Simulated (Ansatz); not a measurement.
`[SiH3]N[SiH2]S` → `[SH]`• + `[SiH2]N[SiH3]`•  (homolysis of the S–Si bond)

Gas-phase electronic energies from Ansatz, PBE0-D4/def2-TZVP geometries. CBS: MP2 limit from def2 TZ/QZ plus the TZ coupled-cluster correction, frozen cores. This one scheme is used for every species. DFT in def2-TZVPP. B3LYP here is the variant with VWN-RPA as its local correlation; programs differ in this. No spin–orbit coupling; open shells (•) take unrestricted orbitals. One conformer a species, not always the lowest.

(1) What is ΔE at CCSD(T)/CBS? (Best estimate.)

(2) What do these levels give: PBE-D4, B3LYP-D4, ωB97X-V, ωB97M-V, PBE, r2SCAN, PBE0, MP2/def2-TZVPP, SCS-MP2/def2-TZVPP, CCSD(T)/def2-TZVPP, MP2/CBS(def2), CCSD/CBS(def2)? (Estimate.)

Largest T1 diagnostic among the species: 0.014.

Results:

(1) The calculation gave: +4.13 eV.

(2) Computed: PBE-D4 3.99, B3LYP-D4 3.88, ωB97X-V 4.10, ωB97M-V 4.15, PBE 3.92, r2SCAN 3.90, PBE0 3.93, MP2/def2-TZVPP 4.15, SCS-MP2/def2-TZVPP 4.07, CCSD(T)/def2-TZVPP 3.97, MP2/CBS(def2) 4.32, CCSD/CBS(def2) 4.03 eV.

The D4 term adds +0.12 eV with B3LYP and +0.07 eV with PBE0; it sums over pairs of atoms, weighted by their polarisabilities, and B3LYP, whose exchange is more repulsive, gets the larger term. In def2-TZVPP, CCSD(T) changes the Hartree–Fock value by +1.03 eV (the triples alone add +0.10 eV) and MP2 by +1.22 eV; breaking electron pairs costs correlation energy, which Hartree–Fock lacks.
